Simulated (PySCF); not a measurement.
Compound: 3,4-dimethylphosphinine, C7H9P.
Numbering: `[CH3:1][c:2]1[cH:3][cH:4][p:5][cH:6][c:7]1[CH3:8]` (hydrogens: H9, H10, H11 on C1; H12 on C3; H13 on C4; H14 on C6; H15, H16, H17 on C8)

Computed by this run: PBE0-D3(BJ)/def2-SVP geometry optimisation, gas phase (PySCF); density fitting, grid level 1; the optimiser is geomeTRIC in internal coordinates, started from a GFN2-xTB structure.

Step 0: E = -16674.2731 eV
```
atom  x, y, z in Å  |  force x, y, z in eV/Å
C1     -0.6216    1.7678    0.3159    0.293  -0.371  -0.085
C2      0.2269    0.5596    0.0554   -0.159   0.418   0.072
C3      1.6019    0.7198   -0.0673    0.023   0.056   0.007
C4      2.4980   -0.2992   -0.3058    0.033  -0.519  -0.078
P5      2.0753   -1.9665   -0.4981    0.116  -0.100  -0.020
C6      0.3594   -1.8471   -0.2991    0.570  -0.126  -0.083
C7     -0.3744   -0.7001   -0.0599   -0.515  -0.113   0.045
C8     -1.8646   -0.8170    0.0787    0.416   0.033  -0.038
H9     -1.3533    1.9049   -0.4803   -0.325   0.115  -0.242
H10    -0.0081    2.6633    0.3772    0.167   0.345   0.029
H11    -1.1692    1.6611    1.2523   -0.264   0.034   0.326
H12     1.9973    1.7242    0.0322    0.120   0.413   0.050
H13     3.5494   -0.0507   -0.3802    0.426   0.131  -0.030
H14    -0.1833   -2.7829   -0.3739   -0.251  -0.347  -0.023
H15    -2.3669   -0.2174   -0.6800   -0.284   0.225  -0.235
H16    -2.1846   -1.8501   -0.0319   -0.148  -0.338  -0.031
H17    -2.1892   -0.4575    1.0548   -0.218   0.144   0.337
```

Problem. Estimate the geometry and energy of step 1. (The exact step hangs on the optimiser's Hessian estimate; all steps are aligned on step 0, rigid shifts and turns removed.)

Solution. E = -16674.3156 eV, largest force 0.103 eV/Å
```
atom  x, y, z in Å  |  force x, y, z in eV/Å
C1     -0.6202    1.7705    0.3146   -0.048   0.070   0.017
C2      0.2290    0.5633    0.0554    0.000  -0.055  -0.009
C3      1.6141    0.7186   -0.0676    0.026   0.060   0.005
C4      2.5172   -0.3095   -0.3087    0.054   0.037   0.001
P5      2.0916   -1.9768   -0.5009    0.032  -0.037  -0.010
C6      0.3732   -1.8573   -0.3032   -0.087  -0.055   0.003
C7     -0.3793   -0.7078   -0.0609    0.079   0.025  -0.006
C8     -1.8698   -0.8203    0.0796   -0.085  -0.013   0.005
H9     -1.3686    1.9201   -0.4822    0.020  -0.003   0.022
H10    -0.0092    2.6818    0.3779   -0.015  -0.016  -0.001
H11    -1.1841    1.6760    1.2583    0.015   0.005  -0.026
H12     2.0095    1.7364    0.0359   -0.008  -0.028  -0.004
H13     3.5796   -0.0492   -0.3832   -0.037  -0.014   0.002
H14    -0.1820   -2.8013   -0.3787    0.031   0.032   0.002
H15    -2.3937   -0.2132   -0.6778    0.012  -0.017   0.020
H16    -2.2025   -1.8614   -0.0321    0.001   0.020   0.003
H17    -2.2116   -0.4577    1.0637    0.009  -0.011  -0.025
```

The energy changes by -0.0425 eV. The first-order estimate −F·Δx gives -0.0888 eV and the mean of the old and new forces, exact on a quadratic surface, -0.0428 eV. The step makes an angle of 50° with the force vector and moves no atom by more than 0.030 Å.

The cost below is that of the whole optimisation. Hardware: an Intel Xeon Platinum 8375C at 2.90 GHz with one thread, on a shared host. Cost: 90 s wall, 0.67 GiB resident at most.
